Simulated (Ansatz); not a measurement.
Consider the ligand exchange at a B–C bond: `BC/N=C/[SeH]` + HCl → `BCl` + `C/N=C/[SeH]`.

Computed with Ansatz on PBE0-D4/def2-TZVP structures; ΔE is electronic, products minus reactants. CBS: MP2 limit from def2 TZ/QZ plus the TZ coupled-cluster correction, frozen cores. This one scheme is used for every species. Double bonds are as drawn, so ΔE can hold a change between cis and trans. DFT in def2-TZVPP. For Se outer-core shells are correlated without core-valence functions, which leaves a few kJ/mol of doubt a bond. Scalar relativity is left out up to krypton. Each species was taken in one conformer, which may not be the lowest.

`BC/N=C/[SeH]`:

Z-matrix (Å, degrees):
```
C
N 1 1.439
B 1 1.554 2 116.2
H 1 1.107 2 108.5 3 -114.2
H 1 1.105 2 113.5 3 130.3
C 2 1.252 1 118.6 3 -120.7
H 3 1.194 1 122.0 2 -7.0
H 3 1.197 1 117.8 2 175.2
Se 6 1.901 2 120.2 1 178.2
H 6 1.098 2 124.7 1 -1.4
H 9 1.468 6 93.9 2 178.2
```

HCl:

Z-matrix (Å, degrees):
```
Cl
H 1 1.279
```

`BCl`:

Z-matrix (Å, degrees):
```
B
Cl 1 1.733
H 1 1.190 2 118.1
H 1 1.190 2 118.1 3 180.0
```

`C/N=C/[SeH]`:

```xyz
9

C     0.850   -1.212    0.322
N     0.296   -0.308   -0.651
C    -0.431    0.626   -0.245
Se   -1.191    1.852   -1.483
H     0.563   -0.975    1.357
H     0.528   -2.231    0.090
H     1.941   -1.198    0.246
H    -0.681    0.811    0.809
H    -1.875    2.634   -0.445
```

| level | ΔE (kJ/mol) |
| --- | --- |
| ωB97M-V | -94.1 |
| HF/def2-QZVPP | -100.5 |

(1) What does CCSD(T)/CBS give? (Estimate.)

Largest T1 diagnostic among the species: 0.012.

Answers

(1) Ansatz gave: -94.6 kJ/mol. The listed levels differ from it by 0.5, -5.9 kJ/mol.

In def2-TZVPP, CCSD(T) changes the Hartree–Fock value by +5.3 kJ/mol (the triples alone add −0.8 kJ/mol) and MP2 by +3.0 kJ/mol. The D4 term adds +3.2 kJ/mol with B3LYP and +2.0 kJ/mol with PBE0; it sums over pairs of atoms, weighted by their polarisabilities, and B3LYP, whose exchange is more repulsive, gets the larger term.

B3LYP here is the variant with VWN-RPA as its local correlation; programs differ in this.
